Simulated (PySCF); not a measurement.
B3LYP has the VWN-RPA correlation part, as in Gaussian. 

C$_{2}$H$_{6}$Si$_{2}$, SMILES `[SiH2]1CC1=[SiH2]` (charge 0, multiplicity 1)

All values below come from B3LYP-D3(BJ)/def2-TZVP (PySCF).

- HOMO: -6.21 eV
- dipole moment: 0.56 D
- HOMO–LUMO gap: 4.57 eV
- LUMO: -1.64 eV
- total energy: -658.8109 Ha
- cost: roughly 60 core-seconds

Bond lengths (Å): Si1–C2 1.688, Si1–H5 1.478, Si1–H6 1.473, C2–C3 1.523, C2–Si4 1.815, C3–Si4 1.857, C3–H7 1.088, C3–H8 1.087, Si4–H9 1.475, Si4–H10 1.475. Bond angles (°): C2–Si1–H5 124.7, C2–Si1–H6 121.2, H5–Si1–H6 114.1, Si1–C2–C3 143.1, Si1–C2–Si4 149.9, C3–C2–Si4 66.9, C2–C3–Si4 64.1, C2–C3–H7 116.6, C2–C3–H8 116.6, Si4–C3–H7 119.8, Si4–C3–H8 119.8, H7–C3–H8 112.0, C2–Si4–C3 49.0, C2–Si4–H9 120.1, C2–Si4–H10 120.1, C3–Si4–H9 119.8, C3–Si4–H10 119.8, H9–Si4–H10 113.4.
